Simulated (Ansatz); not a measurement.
`[Li][Br]` + H–F → `[Li][F]` + HBr at 298.15 K and 1 bar (ligand exchange at a Li–Br bond).

Calculated with Ansatz (gas phase, PBE0-D4/def2-TZVP geometries, no zero-point term in ΔE). CCSD(T)/CBS adds triple-zeta CCSD(T) − MP2 to the extrapolated MP2 energy (def2 sets, frozen cores). This one scheme is used for every species. For Br, Li outer-core shells are correlated without core-valence functions, which leaves a few kJ/mol of doubt a bond. Scalar relativity is left out up to krypton.

```json
{"species": "`[Li][Br]`", "CCSD(T)/CBS energy (Eh)": "-2580.90160", "H − E (kJ/mol)": "12.6", "S (J/(mol·K))": "224.1"}
{"species": "H–F", "CCSD(T)/CBS energy (Eh)": "-100.39570", "H − E (kJ/mol)": "33.5", "S (J/(mol·K))": "173.6"}
{"species": "`[Li][F]`", "CCSD(T)/CBS energy (Eh)": "-107.35723", "H − E (kJ/mol)": "14.4", "S (J/(mol·K))": "200.1"}
{"species": "HBr", "CCSD(T)/CBS energy (Eh)": "-2573.91920", "H − E (kJ/mol)": "24.6", "S (J/(mol·K))": "198.6"}
```

H − E and S are ideal-gas, rigid-rotor, harmonic terms from PBE0-D4/def2-TZVP. 1 Eh = 2625.50 kJ/mol, R = 8.31446 J/(mol·K).

Q: By hand: ΔE, ΔH, ΔS and ΔG.

A: ΔE = (-107.35723) + (-2573.91920) − (-2580.90160) − (-100.39570) = 0.02087 Eh = 54.8 kJ/mol. Δ(H − E) = 14.4 + 24.6 − 12.6 − 33.5 = -7.1, so ΔH = 47.7 kJ/mol. ΔS = 200.1 + 198.6 − 224.1 − 173.6 = 1.0 J/(mol·K). ΔG = 47.7 − 298.15 × (1.0)/1000 = 47.4 kJ/mol.

Q: By hand: the equilibrium constant, and the temperature at which ΔG would vanish if ΔH and ΔS stayed fixed.

A: log₁₀ K = −ΔG/(RT ln 10) = -8.3. ΔG = 0 at ΔH/ΔS = 47700 K, far beyond where these terms or the molecules hold.

The number of gas molecules stays the same, so ΔS is small and ΔH decides. A doubt of 5 kJ/mol in ΔE shifts log₁₀ K by 0.9 here. These are equilibria of isolated gas molecules and say nothing of rates. Largest T1 diagnostic: 0.013 (customary marks: 0.02 for closed shells, 0.045 for open ones).
